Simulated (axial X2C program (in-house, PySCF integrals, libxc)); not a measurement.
How the levels of HoH⁺ (f10 s1 orbitals) move with the bond length

Calculated with an in-house all-electron X2C program for linear molecules (integrals from PySCF): two-component X2C with atomic mean-field Coulomb and Gaunt terms, basis Ho dyall-v2z, H dyall-v2z (cores contracted in-house). Orbitals come from Hartree–Fock averaged over the configuration Ho f10 s1; CI then distributes these electrons over the f, s shells of Ho.

At R = 1.885 Å:

```json
{"Ω": "17/2", "energy (cm⁻¹)": "0", "g∥": "21.91", "configuration": "100% f10 s1"}
{"Ω": "15/2", "energy (cm⁻¹)": "333", "g∥": "19.14", "configuration": "100% f10 s1"}
{"Ω": "13/2", "energy (cm⁻¹)": "499", "g∥": "16.60", "configuration": "100% f10 s1"}
{"Ω": "11/2", "energy (cm⁻¹)": "571", "g∥": "14.08", "configuration": "100% f10 s1"}
{"Ω": "9/2", "energy (cm⁻¹)": "615", "g∥": "11.51", "configuration": "100% f10 s1"}
{"Ω": "7/2", "energy (cm⁻¹)": "661", "g∥": "8.92", "configuration": "100% f10 s1"}
{"Ω": "5/2", "energy (cm⁻¹)": "712", "g∥": "6.34", "configuration": "100% f10 s1"}
{"Ω": "3/2", "energy (cm⁻¹)": "757", "g∥": "3.78", "configuration": "100% f10 s1"}
{"Ω": "1/2", "energy (cm⁻¹)": "785", "g∥": "1.26", "configuration": "100% f10 s1"}
{"Ω": "15/2", "energy (cm⁻¹)": "2148", "g∥": "18.30", "configuration": "100% f10 s1"}
{"Ω": "13/2", "energy (cm⁻¹)": "2273", "g∥": "15.75", "configuration": "100% f10 s1"}
{"Ω": "11/2", "energy (cm⁻¹)": "2329", "g∥": "13.30", "configuration": "100% f10 s1"}
{"Ω": "9/2", "energy (cm⁻¹)": "2371", "g∥": "10.88", "configuration": "100% f10 s1"}
{"Ω": "7/2", "energy (cm⁻¹)": "2426", "g∥": "8.45", "configuration": "100% f10 s1"}
```

g∥ is the magnitude of 2⟨Lz + ge Sz⟩ for the +Ω component. The lowest 14 levels at most are listed.

At R = 1.819 Å:

```
   Ω  energy (cm⁻¹)     g∥  configuration
17/2              0  21.91    100% f10 s1
15/2            357  19.13    100% f10 s1
13/2            523  16.60    100% f10 s1
11/2            585  14.09    100% f10 s1
 9/2            623  11.52    100% f10 s1
 7/2            668   8.92    100% f10 s1
 5/2            723   6.33    100% f10 s1
 3/2            774   3.77    100% f10 s1
 1/2            806   1.25    100% f10 s1
15/2           2151  18.31    100% f10 s1
13/2           2289  15.74    100% f10 s1
11/2           2344  13.30    100% f10 s1
 9/2           2379  10.88    100% f10 s1
 7/2           2431   8.45    100% f10 s1
```

The lowest level lies 221 cm⁻¹ above the lowest at the first distance.

**Question.** How does the gap from the lowest to the fifth level change between the two distances?

**Answer.** From 615 to 623 cm⁻¹, a factor of 1.01.

Dynamic correlation is missing, so gaps between terms are too wide and other configurations may lie lower; the lowest level listed is that of this model, not necessarily the ground state. At most 4 roots were kept for each Ω > 0 (twice that for Ω = 0) within 2.2 eV of the lowest, so higher up levels can be missing between those listed; levels with Ω > 0 are doubly degenerate and listed once, Ω = 0 levels singly.
